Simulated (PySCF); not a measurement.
Species: dichloro(dihydroxy)silane, sum formula H$_{2}$SiO$_{2}$Cl$_{2}$, net charge 0, singlet state. SMILES: O[Si](Cl)(Cl)O
Geometry from a B3LYP-D3(BJ)/def2-TZVP (Ansatz) optimisation:
```
Si
O 1 1.6191
H 2 0.9616 1 118.35
O 1 1.6261 2 109.05 3 52.18
H 4 0.9610 1 119.05 2 -168.68
Cl 1 2.0364 2 106.66 3 173.58
Cl 1 2.0551 2 111.81 3 -68.40
```

Dispersion corrections to the total energy (kcal/mol) from the dftd3 and dftd4 libraries through PySCF: D3(BJ) without and D4 with the three-body term, each with the damping fitted for the functional named.

```csv
functional,D3(BJ),D4
PW6B95,-2.70,___
BHLYP,-6.95,-6.75
B2GP-PLYP,___,-2.14
HSE06,-3.29,___
BP86,-7.95,-6.98
PBE0,-4.00,-4.28
B3LYP,-8.28,-8.30
```

Q: Some entries are withheld; supply them.

A: 
- PW6B95, D4: -4.39
- B2GP-PLYP, D3(BJ): -4.14
- HSE06, D4: -4.02
